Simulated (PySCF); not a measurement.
C₂H₉AlOSi (SMILES [CH3][Al]([CH3])[O][SiH3]), singlet, at a GFN2-xTB geometry (such geometries of metal compounds can be far from the true shape). Base run: HF/STO-3G (PySCF).

The PySCF input:
```python
from pyscf import gto, scf

mol = gto.Mole()
mol.atom = '''
    Al    0.16418219    0.80306897    0.52935491
    C     1.71992852    1.91197601   -0.04275149
    H     2.65378921    1.34370309    0.00714559
    H     1.85268461    2.80857798    0.56567260
    H     1.61632416    2.23576822   -1.08292934
    C    -1.10034460    1.11363958    2.03992938
    H    -1.09292977    0.27495355    2.74276804
    H    -2.13109745    1.20242795    1.68352884
    H    -0.87444355    2.01710462    2.60931924
    O    -0.12203492   -0.58596264   -0.38609585
    Si   -0.39320375   -1.92451346   -1.27014763
    H    -1.59910444   -2.56410911   -0.74057254
    H     0.78190080   -2.78542267   -1.12070468
    H    -0.57786386   -1.49570395   -2.65807554
'''
mol.basis = 'sto-3g'
mol.verbose = 4
mol.build()

mf = scf.RHF(mol)
mf.kernel()
mo_i, mo_e, stable_i, stable_e = mf.stability(internal=True, external=True, return_status=True, nroots=6, tol=1e-6)
print('internally stable:', stable_i, ' externally stable:', stable_e)
if not stable_e:
    umf = mf.to_uhf() if not hasattr(mf, 'xc') else mf.to_uks()
    umf.scf_summary = {}
    umf.kernel(umf.make_rdm1(mo_e, umf.mo_occ))
```

The bond that is stretched is that between atoms 8 and 6. A test that says stable can miss a lower solution.

Each row names what was changed in the base input (with any setting that the change needs).

```json
[
 {"change": "base", "ΔE vs base (mEh)": "0.000", "<S^2>": "0.000", "E after following the instability (Eh)": "-", "<S^2> there": "-", "HOMO-LUMO gap (eV)": "16.90", "stability test says": "stable"},
 {"change": "bond × 1.25", "ΔE vs base (mEh)": "44.949", "<S^2>": "0.000", "E after following the instability (Eh)": "-", "<S^2> there": "-", "HOMO-LUMO gap (eV)": "16.73", "stability test says": "stable"},
 {"change": "bond × 1.5", "ΔE vs base (mEh)": "123.8", "<S^2>": "0.000", "E after following the instability (Eh)": "-678.48704", "<S^2> there": "0.21", "HOMO-LUMO gap (eV)": "15.90", "stability test says": "external instability"},
 {"change": "bond × 1.8", "ΔE vs base (mEh)": "219.3", "<S^2>": "0.000", "E after following the instability (Eh)": "-678.44253", "<S^2> there": "0.76", "HOMO-LUMO gap (eV)": "13.21", "stability test says": "external instability"},
 {"change": "bond × 2.2", "ΔE vs base (mEh)": "321.0", "<S^2>": "0.000", "E after following the instability (Eh)": "-678.42690", "<S^2> there": "0.96", "HOMO-LUMO gap (eV)": "9.32", "stability test says": "external instability"},
 {"change": "bond × 3.0", "ΔE vs base (mEh)": "429.2", "<S^2>": "0.000", "E after following the instability (Eh)": "-678.42273", "<S^2> there": "1.01", "HOMO-LUMO gap (eV)": "5.20", "stability test says": "external instability"}
]
```

Where a bond breaks into two radicals, a solution with restricted orbitals usually stops being the lowest and lies too high; an unrestricted one lies lower at the price of spin contamination, which <S^2> shows.
